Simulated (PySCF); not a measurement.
**Shapes and spin states of MoBr₂**

These are results of PBE/[Mo def2-TZVP with ECP28, Br def2-TZVP], scalar-relativistic core potentials, density fitting, no spin–orbit coupling, PySCF, not measurements.

Relaxations began from a few typed shapes and spin states; open shells are unrestricted. The search is not exhaustive: other isomers or separated fragments can lie lower, and high-lying points may rest on an excited occupation.

**Question.** Which is the lowest minimum found?
A. broken-symmetry Ms = 1 (⟨S²⟩ 3.01) C2v: Mo–Br 2.394 Å (×2); Br–Mo–Br 127.0°
B. quintet D∞h: Mo–Br 2.431 Å (×2); Br–Mo–Br 180.0°
C. quintet C2v: Mo–Br 2.410 Å (×2); Br–Mo–Br 130.6°
D. broken-symmetry Ms = 1 (⟨S²⟩ 3.01) C2v: Mo–Br 2.396 Å (×2); Br–Mo–Br 132.7°
E. broken-symmetry Ms = 1 (⟨S²⟩ 3.02) D∞h: Mo–Br 2.415 Å (×2); Br–Mo–Br 180.0°

**Answer.** C. The others lie at 11.6 (quintet D∞h, a saddle point), 81.8 (broken-symmetry Ms = 1 C2v), 86.9 (broken-symmetry Ms = 1 C2v), 97.8 (broken-symmetry Ms = 1 D∞h, a saddle point) kJ/mol above it.

Formally Mo is in oxidation state +2, d4, with 4 unpaired electrons (the high-spin count). The Mulliken spin on Mo is 4.01. The polar-tensor charge on Mo, 0.95, is far below the formal one.

For the lowest minimum: with open d or f shells other occupations or spin states may lie lower.

The electron or spin density has lower symmetry than the nuclear frame for the quintet D∞h at 11.6 kJ/mol, broken-symmetry Ms = 1 (⟨S²⟩ 3.02) D∞h at 97.8 kJ/mol.
